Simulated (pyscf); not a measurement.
Optimised with ωB97X-D3(BJ)/def2-SVP in PySCF.

**Question.** How much does it cost (ΔH, 298 K, ωB97M-D3(BJ)/def2-TZVP) to split H₃C–CH(Br)–CH(F)–F at its C–C bond into H₃C–CH•–Br + F–CH•–F?

**Answer.** C–C to H₃C–CH•–Br + F–CH•–F: 3.92 eV. The 7 functionals that were run give +3.53 (r²SCAN) to +3.95 eV (M06-2X). Other isomers of H₃C–CH•–Br were not searched in full and may lie lower. Elements up to Kr have no core potential and no relativistic terms here.
